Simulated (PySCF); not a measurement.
Be₂O, SMILES [Be][O][Be] (connectivity only; charge and spin as stated), neutral, multiplicity 1. Heavy atoms are numbered as in [Be:1][O:2][Be:3].

Coordinates come from a B3LYP-D3(BJ)/def2-TZVPD optimisation. The geometry has at least one imaginary mode, so it is a saddle point at that level.

The numbers are results of PySCF with PBE/pcSseg-2, not measurements.

GIAO shieldings, no solvent; atoms alike by connectivity are averaged. δ = σ(ref) − σ: ¹⁷O against H2O (σ = 327.5 ppm), references at their B3LYP-D3(BJ)/def2-TZVP geometries, non-relativistic.

Computed chemical shifts:
```json
[
 {"nucleus": "¹⁷O", "atoms": "O2", "count": "1", "δ (ppm)": "50.0"}
]
```
